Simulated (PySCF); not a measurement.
```xyz
6
charge 0 multiplicity 1, angstrom
Zr    0.0007   -0.3282    0.0000
S    -1.0587    1.6283    0.0000
O     0.9811   -0.6800   -1.6316
O     0.9811   -0.6800    1.6316
H     1.2172   -0.3120   -2.4865
H     1.2172   -0.3120    2.4865
```

All numbers come from PBE0/[Zr def2-SVP with ECP28, S def2-SVP, O def2-SVP, H def2-SVP], scalar-relativistic core potentials, density fitting, no spin–orbit coupling, PySCF.

This geometry of ZrS(OH)2 is a stationary point at this level.

(1) What is the point group?

(2) Is it a minimum?

(3) List the harmonic modes with their infrared intensities.

(4) What are the dipole moment and the gap between the highest occupied and lowest empty levels?

Results:

(1) Cs.

(2) Yes: all harmonic wavenumbers are real.

(3) 
```csv
symmetry,ω (cm⁻¹),IR (km/mol)
a',92,13.1
a'',141,8.8
a',172,6.4
a',323,320
a'',348,11.0
a'',479,93.1
a',498,214
a',538,94.3
a',702,105
a'',718,177
a'',3961,395
a',3965,71.6
```

(4) 4.09 D and 3.92 eV.

Stability towards spin polarisation was not tested. Only a few start shapes were tried, so a lower isomer may exist.
